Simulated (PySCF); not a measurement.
C2H7BO3, SMILES OCCB(O)O (GFN2-xTB optimised geometry):

```
13

O      0.869     1.817     0.192
C      1.354     0.685    -0.513
C      0.753    -0.627     0.000
B     -0.858    -0.627     0.000
O     -1.588     0.513     0.000
O     -1.496    -1.817     0.018
H      1.099     1.713     1.122
H      2.451     0.656    -0.459
H      1.066     0.853    -1.553
H      1.134    -1.447    -0.606
H      1.111    -0.806     1.018
H     -1.056     1.317    -0.016
H     -2.451    -1.743     0.026
```

Computed with PySCF with PBE0/def2-TZVP.

### Question
What are the frontier orbital energies and the dipole moment?

### Answer
HOMO-2 -9.07 eV, HOMO-1 -8.93 eV, HOMO -8.08 eV, LUMO 0.59 eV, LUMO+1 1.45 eV; dipole moment 1.34 D.

Meta-Löwdin charges at PBE0/def2-TZVP: O1 -0.54, C2 0.01, C3 -0.37, B4 0.45, O5 -0.54, O6 -0.53, H7 0.34, H8 0.10, H9 0.12, H10 0.13, H11 0.12, H12 0.36, H13 0.35.
